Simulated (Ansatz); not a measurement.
Isomers of Si5O6 (singlet), relaxed with PBE-D4/def2-SVP; total energies from Ansatz at PBE0-D4/def2-TZVP.

```
isomer                                                           description  energy (Eh)
     A  point group not assigned; 10 × O–Si 1.55 to 1.72 Å; 1 × Si–Si 2.35 Å  -1898.30670
     B    point group Cs; 10 × O–Si 1.55 to 1.72 Å; 2 × Si–Si 2.37 to 2.41 Å  -1898.32369
```

The isomers come from a short search, and lower ones may exist.

**Question.** Work out the relative energies (1 Eh = 2625.5 kJ/mol) and the Boltzmann populations at 1200 K from electronic energies alone (R = 8.314 J/mol/K).

**Answer.** ΔE: A 44.6, B 0.0 kJ/mol. RT = 9.98 kJ/mol. Factors exp(−ΔE/RT): A 0.0115, B 1; sum 1.012. Populations: A 1.1 %, B 98.9 %. Zero-point energy, vibrational entropy and symmetry numbers are left out and can shift these; an error of 4 kJ/mol changes a ratio by a factor of 1.5. Over the other density-functional and correlated levels in def2 sets, the gap between B and A ranges from 41 to 50 kJ/mol.
